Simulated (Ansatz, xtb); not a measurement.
GaH2F (SMILES [H][Ga]([H])[F]): methods side by side

GaH2F: 4 atoms, total charge 0, spin state singlet. As SMILES, `[H][Ga]([H])[F]`. Geometry: a GFN2-xTB relaxation, a rough one for these elements and not checked as a minimum.

Quantity: the electronic atomisation energy, in eV. The values are calculated. Electronic energies at fixed atoms, without zero-point motion or spin-orbit coupling.

| level | kind | program | value (eV) | less FCI/STO-3G | CPU time (all runs) |
| --- | --- | --- | --- | --- | --- |
| GFN2-xTB | semi-empirical | xtb | 13.84 | +5.28 | under 2 s |
| HF/STO-3G | Hartree–Fock | Ansatz | 5.17 | -3.39 | 0.65 s |
| revPBE/STO-3G | GGA | Ansatz | 13.57 | +5.01 | 12 s |
| PBE0/STO-3G | global hybrid | Ansatz | 12.08 | +3.52 | 12 s |
| CAM-B3LYP/STO-3G | range-separated hybrid | Ansatz | 12.67 | +4.11 | 17 s |
| HSE06/STO-3G | range-separated hybrid | Ansatz | 12.11 | +3.55 | 22 s |
| B2PLYP/STO-3G | double hybrid | Ansatz | 10.59 | +2.03 | 18 s |
| MP2/STO-3G | perturbation theory | Ansatz | 6.89 | -1.67 | 0.95 s |
| CCSD(T)/STO-3G | coupled cluster or CI | Ansatz | 8.79 | +0.23 | 1.7 s |
| FCI/STO-3G | exact in the basis | Ansatz | 8.56 | 0.00 | 32 s |

FCI/STO-3G is exact within its basis and frozen core, so for wave-function methods in that basis the difference is their error; functionals converge differently with the basis, so for them it is only a difference. All-electron rows without a relativistic Hamiltonian named are non-relativistic. The values span 5.17 to 13.84 eV. Spin contamination of the reference (⟨S²⟩ at least 0.1 too high) touches HF/STO-3G, revPBE/STO-3G, PBE0/STO-3G, CAM-B3LYP/STO-3G, HSE06/STO-3G, B2PLYP/STO-3G, MP2/STO-3G, CCSD(T)/STO-3G. The xTB rows lack spin polarisation, so open shells miss the exchange term that lowers them. All rows use very small basis sets, so none should be taken for the real molecule's value. In the correlated wave-function rows the outer d shell of Ga is correlated, in sets not made for it. Times are those of the runs behind each value, whatever else they computed, on shared processors of several kinds: orders of magnitude only.
